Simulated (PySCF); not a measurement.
Isomers of C2H6SSi. Level of theory: PySCF 2.14.0, PBE0-D3(BJ)/def2-SVP geometry optimisation, gas phase. One conformer each; no zero-point energy, no entropy. No frequencies were run at this level. Point groups hold within 0.08 Å.

Question: Order them by energy at this level, lowest first, and give relative energies in kcal/mol.
A. `[CH2:1]=[CH:2][S:3][SiH3:4]` with C1–C2–S3–Si4 0°
B. `[CH2:1]=[CH:2][SiH2:3][SH:4]` with C1–C2–Si3–S4 121°, C2–Si3–S4–H -60°

Answer: B (0.0), A (9.8).

As drawn, the lower has an S–H bond and an Si–C bond, which the higher lacks.

```tsv
SMILES	E (Eh)	E rel (kcal/mol)	dipole (D)	point group	A, B, C (MHz)
C=C[SiH2]S	-766.87942	0.0	1.91	C1	11437, 2077, 1911
C=CS[SiH3]	-766.86388	9.8	1.02	Cs	6985, 3283, 2294
```

Question: How do the relative energies change in single points at PBE0/pcSseg-1 (no added dispersion term) on the same geometries?

Answer: 
```csv
SMILES,PBE0-D3(BJ)/def2-SVP (kcal/mol),PBE0/pcSseg-1 (kcal/mol),shift
C=C[SiH2]S,0.0,0.0,0.0
C=CS[SiH3],9.8,10.3,+0.5
```

Each column counts from its own lowest isomer. The order is unchanged; the largest shift is 0.5 kcal/mol.
